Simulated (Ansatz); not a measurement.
Results of the Gaussian-basis code of Ansatz.

Basis-set series for CH5SiTe (`C[SiH2][Te]`) radical. The species carries charge 0 and has multiplicity 2. Te: def2 effective core potential. All single points use the PBE0-D4/def2-TZVP geometry.

| functional | basis | functions | energy (Eh) | HOMO (eV) | LUMO (eV) |
| --- | --- | --- | --- | --- | --- |
| PBE0-D4 | def2-SVP | 83 | -598.35130 | -6.13 | -4.09 |
| PBE0-D4 | def2-QZVPP | 359 | -598.52247 | -6.26 | -4.09 |
| ωB97M-V | def2-SVP | 83 | -598.42171 | -8.18 | -2.06 |
| ωB97M-V | def2-QZVPP | 359 | -598.59759 | -8.32 | -2.16 |

Q: Give the rows for def2-TZVPP. (An estimate is asked.)

A: The calculation gave: 
```tsv
functional	basis	functions	energy (Eh)	HOMO (eV)	LUMO (eV)
PBE0-D4	def2-TZVPP	193	-598.50864	-6.23	-4.09
ωB97M-V	def2-TZVPP	193	-598.58438	-8.30	-2.15
```

HOMO and LUMO are taken over both spins.
